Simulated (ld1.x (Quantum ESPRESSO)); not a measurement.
**Before and after: TM semilocal potential for Sm**

```
Element                 : samarium (Sm)
Generator               : ld1.x (Quantum ESPRESSO) 7.5
Type                    : norm-conserving Troullier–Martins (semilocal form)
Functional              : PBEsol
Relativity              : scalar-relativistic
Frozen core             : [Kr] 4d10 4f5
Valence charge          : 11
Reference configuration : 5s2 5p6 5d1 6s0 6p0 (charge +2)
Partial waves           : 5s (bound): rc 1.65 bohr; 5p (bound): rc 1.80 bohr; 5d (bound): rc 3.40 bohr
Local potential         : the d channel
Core correction         : none
```

Change: core correction a·sin(br)/r model core inside 1.08 bohr.

Cutoffs: the cutoffs (Ry, on a coarse ladder) from which the occupation-weighted sum of valence levels, in a spherical-Bessel basis at the reference potential, stays within 10 and 1 mRy of its value at 400 Ry; they do not see the model core or the augmentation charge, which bear on the density cutoff. Errors are all-electron minus pseudo energies relative to the spin-unpolarised reference configuration.

**Question.** What does the change do?

**Answer.** The potential gets neither clearly harder nor softer (55 Ry and 90 Ry → 55 Ry and 90 Ry); the number of tests that count goes from 7 to 6; of the 6 tests that both files solve, the error grows in 1 and shrinks in 3 by more than 15 % and 0.3 meV (median size 172.3 → 139.0 meV); neither file shows a bound ghost at the reference potential, the only one tested. A semilocal file is local in each channel, so a ghost entry of none says nothing of the separable form that plane-wave codes build from it. A model core, the more so a compact one, raises the density cutoff, which this test does not measure.

```csv
quantity,base,changed
"cutoff, loose",55 Ry,55 Ry
"cutoff, tight",90 Ry,90 Ry
bound ghosts,none,none
"tests counted (converged, no solver errors)",7 of 7,6 of 7
"error for 5s2 5p6 5d1 6s2 6p0, meV [ΔE -18.20 eV]",+261,+209
"error for 5s2 5p6 5d1 6s1 6p0, meV [ΔE -11.72 eV]",+167,+146
"error for 5s2 5p6 5d0 6s0 6p0, meV [ΔE 19.66 eV]",-9.0,-33
"error for 5s2 5p6 5d0 6s2 6p0, meV [ΔE -11.95 eV]",+396,+350
"error for 5s2 5p6 5d1.5 6s1.5 6p0, meV [ΔE -17.52 eV]",+178,+132
"error for 5s2 5p6 5d2 6s1 6p0, meV [ΔE -16.75 eV]",+106,+63
s: phases at 3.68 bohr within 0.05 rad from the reference energy up to (Ry; the scan ends near 5),n/a,n/a
p: phases at 3.68 bohr within 0.05 rad from the reference energy up to (Ry; the scan ends near 5),-0.7,-0.7
d: phases at 3.68 bohr within 0.05 rad from the reference energy up to (Ry; the scan ends near 5),0.2,0.2
```

Base: These tests converged, but a pseudo level misses the all-electron one widely, so the file describes the atom poorly there or has found another state: 5s2 5p6 5d1 6s1 6p0: empty 6p by 3.9 eV; 5s2 5p6 5d0 6s2 6p0: empty 6p by 4.3 eV; 5s2 5p6 5d0 6s2 6p1: 5s by 11.9 eV (a node warning on the way). ld1.x printed “convergence not achieved” for 7 of the counted tests; their residual had stalled under 1e-8, short of the target of 1e-14. Changed file: Tests not counted: 5s2 5p6 5d0 6s2 6p1 (solver errors, printed error -892 eV). These tests converged, but a pseudo level misses the all-electron one widely, so the file describes the atom poorly there or has found another state: 5s2 5p6 5d1 6s1 6p0: empty 6p by 3.9 eV; 5s2 5p6 5d0 6s2 6p0: empty 6p by 4.3 eV.
